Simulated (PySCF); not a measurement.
CH4N2OSi, SMILES [SiH2](N)N=C=O. Heavy atoms are numbered as in [NH2:1][SiH2:2][N:3]=[C:4]=[O:5]. Hydrogens are named by the atom that carries them.

Coordinates come from a PBE0-D3(BJ)/def2-SVP optimisation. The values are those of a single conformer.

Calculation: PBE0/pcSseg-1 run with PySCF.

GIAO shieldings, no solvent; atoms alike by connectivity are averaged. δ = σ(ref) − σ: ¹⁵N against NH3 (σ = 267.4 ppm); ²⁹Si against TMS (σ = 352.7 ppm); ¹³C against TMS (σ = 186.3 ppm); ¹⁷O against H2O (σ = 334.2 ppm); ¹H against TMS (σ = 31.56 ppm), references at their B3LYP-D3(BJ)/def2-TZVP geometries, non-relativistic.

Q: Estimate the chemical shifts. (Estimate from the structure and the level; the computed values follow.)

A: 
| nucleus | atoms | count | δ (ppm) |
|---|---|---|---|
| ¹⁵N | N3 | 1 | 55.6 |
| ¹⁵N | N1 (NH2) | 1 | 29.8 |
| ²⁹Si | Si2 (SiH2) | 1 | -59.1 |
| ¹³C | C4 | 1 | 127.1 |
| ¹⁷O | O5 | 1 | 138.3 |
| ¹H | H on Si2 | 2 | 5.01 |
| ¹H | H on N1 | 2 | 1.27 |
